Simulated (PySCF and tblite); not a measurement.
The numbers below are computed, except where a source is named.
Stationary points of C5H6Br (charge +1) at GFN2-xTB, in Å:

Structure A

```
 1 C    -2.309   -0.323   -0.572
 2 C    -1.339   -0.243    0.318
 3 C    -0.042    0.363    0.313
 4 C     1.124   -0.307   -0.015
 5 C     2.385    0.249    0.017
 6 Br    2.798    1.953    0.548
 7 H    -3.237   -0.820   -0.354
 8 H    -2.206    0.104   -1.556
 9 H    -1.493   -0.699    1.305
10 H     0.028    1.396    0.651
11 H     1.054   -1.336   -0.350
12 H     3.239   -0.339   -0.305
```

Structure B

```
 1 C    -2.000   -0.722   -0.558
 2 C    -1.444    0.043    0.413
 3 C    -0.073    0.376    0.509
 4 C     0.946   -0.040   -0.343
 5 C     2.266    0.313   -0.204
 6 Br    2.966    1.390    1.109
 7 H    -3.059   -0.928   -0.555
 8 H    -1.433   -1.152   -1.369
 9 H    -2.085    0.445    1.186
10 H     0.207    1.021    1.337
11 H     0.714   -0.687   -1.179
12 H     3.001   -0.054   -0.912
```

Structure C

```
 1 C    -2.428    0.001   -0.333
 2 C    -1.233   -0.571   -0.047
 3 C    -0.033    0.163   -0.089
 4 C     1.213   -0.387    0.199
 5 C     2.403    0.298    0.167
 6 Br    2.610    2.073   -0.257
 7 H    -3.345   -0.567   -0.300
 8 H    -2.510    1.043   -0.605
 9 H    -1.184   -1.619    0.223
10 H    -0.087    1.213   -0.360
11 H     1.265   -1.435    0.470
12 H     3.329   -0.212    0.406
```

Geometries: GFN2-xTB; energies: CAM-B3LYP/pcSseg-1 + D3(BJ), IEF-PCM chloroform; zero-point and thermal terms from GFN2-xTB harmonic modes (soft modes blended into free rotors).

**Question.** Which structure is a saddle point, and along which motion?

**Answer.** A: one imaginary mode (456i cm⁻¹ at GFN2-xTB, mostly on H9, H10, C4), along the rotation about the C2–C3 bond (torsion C1–C2–C3–C4 from 180° to 358°, rising).

**Question.** Give their symmetry and energies above the lowest.

**Answer.** A C1, 17.8 kcal/mol; B Cs, 3.4 kcal/mol; C Cs, 0.0 kcal/mol.

The ion is treated without a counter-ion. Spin–orbit effects of heavy atoms on shieldings are missing.
